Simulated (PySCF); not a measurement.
Coordinates in bohr (charge 0 multiplicity 2):
```
Zr    0.0000    0.0000    0.0000
F    -3.5964    0.0000    0.0000
F     1.7982    3.1146    0.0000
F     1.7982   -3.1146    0.0000
```

These are results of PySCF, UPBE0, basis Zr def2-SVP with ECP28, F def2-SVP (scalar-relativistic core potentials, no spin–orbit coupling, density fitting), not measurements.

This geometry of ZrF₃ is a stationary point at this level.

(1) What is the point group?

(2) Is it a minimum?

(3) Which band is strongest in the infrared?

(4) What is the atomisation energy, with and without zero-point energy?

## Answers

(1) D3h.

(2) Yes: all harmonic wavenumbers are real.

(3) 706 cm⁻¹ (e'), 368 km/mol.

(4) 1966 kJ/mol without, 1951 kJ/mol with.

Other isomers or separated fragments may lie lower. With open d or f shells other occupations or spin states may lie lower.
